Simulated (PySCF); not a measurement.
## PrF3(H2O) at several levels of theory

Computed with PySCF 2.14.0 (density fitting, no spin-orbit coupling) at the geometry relaxed with PBE0:

```xyz
7
PrF3(H2O) (singlet in the valence; each metal's 4f electrons, 2 of them, lie in its core potential, out of spins and levels)
Pr    0.0960   -0.0970    0.0970
F     1.1480    1.3781    1.1810
F    -1.3385   -1.1891    1.1891
F     1.1480   -1.1810   -1.3781
O    -1.3649    1.3798   -1.3798
H    -1.7021    2.2587   -1.1662
H    -1.7021    1.1662   -2.2587
```

```tsv
level	basis	state	HOMO (eV)	gap (eV)	charge on Pr1 (e)	population of f-type functions on Pr1 (polarisation alone where 4f lies in the core)	dipole about the centre of mass (D)	largest force component (eV/Å)
PBE0	Pr lcecp-1-SVP with ECP48, F def2-SVP, O def2-SVP, H def2-SVP	singlet	-9.15	8.05	1.25	0.12	6.86	0.00
BP86	the same	singlet	-7.32	5.59	1.04	0.12	6.67	0.52
r2SCAN	the same	singlet	-7.66	6.48	1.21	0.11	6.79	0.11
```

In the lcecp rows the 4f levels are missing from HOMO and gap, and the state counts the valence alone.

Charges are Mulliken's, which hang on the basis. The relaxation used the grid (50, 194), these runs (75, 302) or, all-electron (x2c bases, spin-free X2C Hamiltonian), (99, 590).

Task: What does PBE0 with Pr lcecp-1-TZVP with ECP48, F def2-TZVP, O def2-TZVP, H def2-TZVP give here?

Result: state singlet, HOMO (eV) -9.38, gap (eV) 8.00, charge on Pr1 (e) 1.65, population of f-type functions on Pr1 (polarisation alone where 4f lies in the core) 0.15, dipole about the centre of mass (D) 6.87, largest force component (eV/Å) 0.23. Time: 14 s on 2 threads of Arm Neoverse V1, with other jobs on the host, from free ions and atoms.

In the first row's basis the gap widens with exact exchange: 5.6 to 6.5 eV for BP86, r2SCAN (none); 8.0 eV for PBE0 (a fixed share).

An lcecp potential fixes the number of 4f electrons, so in runs with it no electron can move into or out of that shell.
